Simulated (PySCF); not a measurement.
**How a change of structure moves an absorption spectrum**

Level of theory: PySCF, TDDFT B3LYP/def2-SVPD, vertical, gas phase, core orbitals frozen in the response. Geometries: GFN2-xTB; one conformer of each isolated species. Triplets are in the Tamm–Dancoff approximation. 'Strongest' means the level of largest summed f among the lowest 8 singlets; it needn't be the same kind of state in each.

Parent: `CC(=O)c1ocpc1Cl`, with lowest singlet excitation energy 3.56 eV, energy of the strongest computed level 4.79 eV, HOMO energy -7.29 eV, HOMO–LUMO gap 4.97 eV, oscillator strength of the strongest level 0.24, mean static polarisability 103.9 au. Its spectrum: 348 nm (f 0.000); 269 nm (f 0.015); 259 nm (f 0.237); 253 nm (f 0.001); 232 nm (f 0.000).

(1) Give the shifts from the parent for: COCH3 replaced by H (`Clc1cocp1`); COCH3 replaced by vinyl (`C=Cc1ocpc1Cl`); COCH3 replaced by ethynyl (`C#Cc1ocpc1Cl`); COCH3 replaced by C2H5 (`CCc1ocpc1Cl`); COCH3 replaced by CF3 (`FC(F)(F)c1ocpc1Cl`); H replaced by Cl (`CC(=O)c1oc(Cl)pc1Cl`); COCH3 replaced by cPr (`Clc1pcoc1C1CC1`).

Answers

(1) 

```json
{"change": "COCH3 replaced by H", "SMILES": "Clc1cocp1", "Δ S1 (eV)": "+1.48", "Δ strongest (eV)": "+1.49", "Δ HOMO (eV)": "+0.26", "Δ gap (eV)": "+0.60", "Δ f (strongest)": "-0.10", "Δ α (au)": "-30.8"}
{"change": "COCH3 replaced by vinyl", "SMILES": "C=Cc1ocpc1Cl", "Δ S1 (eV)": "+0.83", "Δ strongest (eV)": "+0.62", "Δ HOMO (eV)": "+0.83", "Δ gap (eV)": "-0.32", "Δ f (strongest)": "+0.02", "Δ α (au)": "+1.1"}
{"change": "COCH3 replaced by ethynyl", "SMILES": "C#Cc1ocpc1Cl", "Δ S1 (eV)": "+1.04", "Δ strongest (eV)": "+0.84", "Δ HOMO (eV)": "+0.54", "Δ gap (eV)": "-0.01", "Δ f (strongest)": "-0.03", "Δ α (au)": "-2.9"}
{"change": "COCH3 replaced by C2H5", "SMILES": "CCc1ocpc1Cl", "Δ S1 (eV)": "+1.32", "Δ strongest (eV)": "+1.39", "Δ HOMO (eV)": "+0.63", "Δ gap (eV)": "+0.40", "Δ f (strongest)": "-0.06", "Δ α (au)": "-5.5"}
{"change": "COCH3 replaced by CF3", "SMILES": "FC(F)(F)c1ocpc1Cl", "Δ S1 (eV)": "+1.51", "Δ strongest (eV)": "+1.54", "Δ HOMO (eV)": "-0.32", "Δ gap (eV)": "+0.66", "Δ f (strongest)": "+0.03", "Δ α (au)": "-16.0"}
{"change": "H replaced by Cl", "SMILES": "CC(=O)c1oc(Cl)pc1Cl", "Δ S1 (eV)": "-0.01", "Δ strongest (eV)": "+0.41", "Δ HOMO (eV)": "+0.10", "Δ gap (eV)": "-0.26", "Δ f (strongest)": "-0.01", "Δ α (au)": "+17.7"}
{"change": "COCH3 replaced by cPr", "SMILES": "Clc1pcoc1C1CC1", "Δ S1 (eV)": "+1.07", "Δ strongest (eV)": "+1.35", "Δ HOMO (eV)": "+0.88", "Δ gap (eV)": "+0.15", "Δ f (strongest)": "+0.20", "Δ α (au)": "+5.1"}
```

No change lowers S1 by more than 0.03 eV, and it rises most with COCH3 replaced by CF3 (+1.51 eV). S1 is simply the lowest singlet of each species and needn't be the same kind of state throughout. Over these 7 changes the shifts of S1 and of the HOMO–LUMO gap correlate with r = 0.84.
